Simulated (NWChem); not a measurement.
# Correlation energy of CH2F

```
C
F 1 1.3324
H 1 1.0938 2 115.44
H 1 1.0938 3 123.49 2 152.27
```
Charge 0, spin multiplicity 2.

Program: NWChem. All single points use one geometry, from UB3LYP/def2-SVP, a minimum by its harmonic frequencies.

Basis set: STO-3G. Each correlation energy counts from its own Hartree-Fock reference.

The correlated methods keep 2 core orbitals frozen. The structure started from a generated list of species. The unpaired electrons of the parent sit in orbitals of symmetry a' (Cs labels of the run); other states weren't searched. The stability of the SCF solutions was not checked. Open-shell Hartree-Fock references start from PBE0 orbitals. Coupled-cluster values serve here as a point of comparison, not as the truth.

Order these methods by the correlation energy they give, lowest first: UMP2, SCS-UMP2, CCSD on UHF, CCSD[T] on UHF.

CCSD[T] on UHF (-79.8 mHa), CCSD on UHF (-78.0 mHa), SCS-UMP2 (-60.8 mHa), UMP2 (-55.5 mHa)
